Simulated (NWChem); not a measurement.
Program: NWChem. System: F4Zr, charge 0, spin multiplicity 1, at a geometry optimised with PBE0/def2-SVP with def2 effective core potentials on Zr. The structure started from a generated list of species. Level: G0W0@PBE/def2-SVPD with def2 effective core potentials on Zr, RI basis def2-svpd-rifit, no spin-orbit coupling.

Input file:

```
start mol
memory heap 200 mb stack 700 mb global 1700 mb
geometry units angstroms nocenter noautoz
  Zr     0.000000     0.000000     0.000004
  F      0.000000     1.547475    -1.094230
  F      0.000000    -1.547475    -1.094230
  F     -1.547492     0.000000     1.094220
  F      1.547492     0.000000     1.094220
  symmetry group C2v
end
basis spherical
  * library def2-svpd
end
ecp
  Zr library def2-ecp
end
basis "ri basis" bse spherical
  * library def2-svpd-rifit
end
dft
  xc xpbe96 cpbe96
  iterations 100
  direct
  tolerances tight
end
task dft energy
gw
  states alpha occ 4 vir 2
end
task dft gw
```

NWChem printed:

```
             Northwest Computational Chemistry Package (NWChem) 7.3.0
             --------------------------------------------------------

                                NWChem Input Module
                                -------------------

 Scaling coordinates for geometry "geometry" by  1.889725989
 (inverse scale =  0.529177249)

 Turning off AUTOSYM since
 SYMMETRY directive was detected!

                             Geometry "geometry" -> ""
                             -------------------------

 Output coordinates in angstroms (scale by  1.889725989 to convert to a.u.)

  No.       Tag          Charge          X              Y              Z
 ---- ---------------- ---------- -------------- -------------- --------------
    1 Zr                  40.0000     0.00000000     0.00000000     0.00000400
    2 F                    9.0000     0.00000000     1.54747500    -1.09423000
    3 F                    9.0000     0.00000000    -1.54747500    -1.09423000
    4 F                    9.0000    -1.54749200     0.00000000     1.09422000
    5 F                    9.0000     1.54749200     0.00000000     1.09422000

 Effective nuclear repulsion energy (a.u.)     485.1589316966

            Nuclear Dipole moment (a.u.)
            ----------------------------
        X                 Y               Z
 ---------------- ---------------- ----------------
     0.0000000000     0.0000000000    -0.0000377945

      Symmetry information
      --------------------

 Group name             C2v
 Group number             16
 Group order               4
 No. of unique centers     3

      Symmetry unique atoms

     1    2    4


 Summary of "ao basis" -> "" (spherical)
 ------------------------------------------------------------------------------
       Tag                 Description            Shells   Functions and Types
 ---------------- ------------------------------  ------  ---------------------
 *                         def2-svpd                  on all atoms

 Summary of "ri basis" -> "" (spherical)
 ------------------------------------------------------------------------------
       Tag                 Description            Shells   Functions and Types
 ---------------- ------------------------------  ------  ---------------------
 *                      def2-svpd-rifit               on all atoms

  pbe96 is a nonlocal functional; adding pw91lda local functional.

                                 NWChem DFT Module
                                 -----------------

 Summary of "ao basis" -> "ao basis" (spherical)
 ------------------------------------------------------------------------------
       Tag                 Description            Shells   Functions and Types
 ---------------- ------------------------------  ------  ---------------------
 Zr                        def2-svpd                12       34   5s4p2d1f
 F                         def2-svpd                 9       23   4s3p2d

 Summary of "ao basis" -> "ao basis" (spherical)
 ------------------------------------------------------------------------------
       Tag                 Description            Shells   Functions and Types
 ---------------- ------------------------------  ------  ---------------------
 Zr                        def2-svpd                12       34   5s4p2d1f
 F                         def2-svpd                 9       23   4s3p2d

      Symmetry analysis of basis
      --------------------------

        a1         47
        a2         17
[...]
  ----- ------------  ---------------      ----- ------------  ---------------
    87      0.334851  4 F  pz               110     -0.334851  5 F  pz
    39     -0.236424  2 F  px                62     -0.236424  3 F  px
    85      0.236575  4 F  px               108      0.236575  5 F  px
    90     -0.218866  4 F  pz               113      0.218866  5 F  pz
    42      0.154531  2 F  px                65      0.154531  3 F  px

 Vector   25  Occ=0.000000D+00  E=-8.635879D-02  Symmetry=a1
              MO Center=  1.5D-14, -7.5D-15,  2.4D-06, r^2= 1.7D+00
   Bfn.  Coefficient  Atom+Function         Bfn.  Coefficient  Atom+Function
  ----- ------------  ---------------      ----- ------------  ---------------
    20      0.934415  1 Zr d  0              25      0.167873  1 Zr d  0
    41     -0.141163  2 F  pz                64     -0.141163  3 F  pz
    87      0.141159  4 F  pz               110      0.141159  5 F  pz
    44      0.104875  2 F  pz                67      0.104875  3 F  pz
    90     -0.104872  4 F  pz               113     -0.104872  5 F  pz

 Vector   26  Occ=0.000000D+00  E=-8.635759D-02  Symmetry=a2
              MO Center=  9.0D-15, -9.6D-15,  4.5D-06, r^2= 1.7D+00
   Bfn.  Coefficient  Atom+Function         Bfn.  Coefficient  Atom+Function
  ----- ------------  ---------------      ----- ------------  ---------------
    18      0.934416  1 Zr d -2              39      0.172886  2 F  px
    62     -0.172886  3 F  px                86     -0.172888  4 F  py
   109      0.172888  5 F  py                23      0.167868  1 Zr d -2
    42     -0.128442  2 F  px                65      0.128442  3 F  px
    89      0.128443  4 F  py               112     -0.128443  5 F  py

 Vector   27  Occ=0.000000D+00  E=-5.327045D-02  Symmetry=a1
              MO Center=  1.1D-13, -1.4D-13,  1.0D-04, r^2= 8.0D+00
   Bfn.  Coefficient  Atom+Function         Bfn.  Coefficient  Atom+Function
  ----- ------------  ---------------      ----- ------------  ---------------
     5      1.193231  1 Zr s                  4      0.549644  1 Zr s
     3     -0.242045  1 Zr s                  2     -0.232757  1 Zr s
    38     -0.180632  2 F  s                 61     -0.180632  3 F  s
    84     -0.180549  4 F  s                107     -0.180549  5 F  s
    37     -0.138029  2 F  s                 60     -0.138029  3 F  s

 center of mass
 --------------
 x =   0.00000000 y =   0.00000000 z =  -0.00000023

 moments of inertia (a.u.)
 ------------------
         649.860233872510           0.000000000000           0.000000000000
           0.000000000000         649.867373073989           0.000000000000
           0.000000000000           0.000000000000         649.870381881211

     Multipole analysis of the density
     ---------------------------------

     L   x y z        total         alpha         beta         nuclear
     -   - - -        -----         -----         ----         -------
     0   0 0 0     -0.000000    -24.000000    -24.000000     48.000000

     1   1 0 0     -0.000000     -0.000000     -0.000000      0.000000
     1   0 1 0     -0.000000     -0.000000     -0.000000      0.000000
     1   0 0 1      0.000033      0.000141      0.000141     -0.000249

     2   2 0 0    -33.287881    -93.609602    -93.609602    153.931323
     2   1 1 0      0.000000      0.000000      0.000000      0.000000
     2   1 0 1      0.000000      0.000000      0.000000      0.000000
     2   0 2 0    -33.287740    -93.607840    -93.607840    153.927941
     2   0 1 1     -0.000000     -0.000000     -0.000000      0.000000
     2   0 0 2    -33.287662    -93.607089    -93.607089    153.926516

 Task  times  cpu:        8.4s     wall:        8.4s

                                NWChem Input Module
                                -------------------

                                 NWChem GW Module
                                 ----------------

                             ***********************
                             ***        GW       ***
                             ***********************

 Summary of "ri basis" -> "ri basis" (spherical)
 ------------------------------------------------------------------------------
       Tag                 Description            Shells   Functions and Types
 ---------------- ------------------------------  ------  ---------------------
 Zr                     def2-svpd-rifit             33      141   9s8p7d5f3g1h
 F                      def2-svpd-rifit             20       64   7s6p5d2f

                 Memory Information
                 ------------------
          Available GA per process is          1699.9 MBs
          Available stack per process is        700.0 MBs
          Available heap per process is           0.1 MBs

          Peak memory in Initialization
              Peak GA per process is                 11.2 MBs
              Peak stack per process is               0.2 MBs
              Peak heap per process is               11.8 MBs
              Memory not in MA per process            0.0 MBs

          Peak memory in AFF Calculation
              Peak GA per process is                 62.9 MBs
              Peak stack per process is              45.7 MBs
              Peak heap per process is                0.0 MBs
              Memory not in MA per process           45.7 MBs

          Computing 2-center integrals
          Computing Inverse Cholesky factor
          Computing 3-center integrals
          Computing V_xc ...

          Computing Sigma_x
          Computing RPA polarizability
          Solving quasiparticle equations

                  Alpha Orbitals
          State     Energy (eV)     Error (eV)
          -----------------------------------
@GW        21        -13.476           0.002
@GW        22        -13.419           0.002
@GW        23        -13.419           0.002
@GW        24        -13.419           0.002
@GW        25          1.787           0.003
@GW        26          1.787           0.003

   Applying  -3.1233 eV scissor-shift to rest of particle states

   Applying   4.1370 eV scissor-shift to rest of hole states

     GW Timing Statistics
   ------------------------
   Init.   :          0.1s
     ERIs  :          1.3s
     Distr.:          0.0s
     Vxc   :          0.2s
   Sigma_x :          0.0s
   RPA     :          3.5s
   Wmn     :          0.1s
   Sigma_c :          0.0s
   GW total:          5.3s

 Task  times  cpu:        5.3s     wall:        5.3s

 Total times  cpu:       13.8s     wall:       13.8s
```
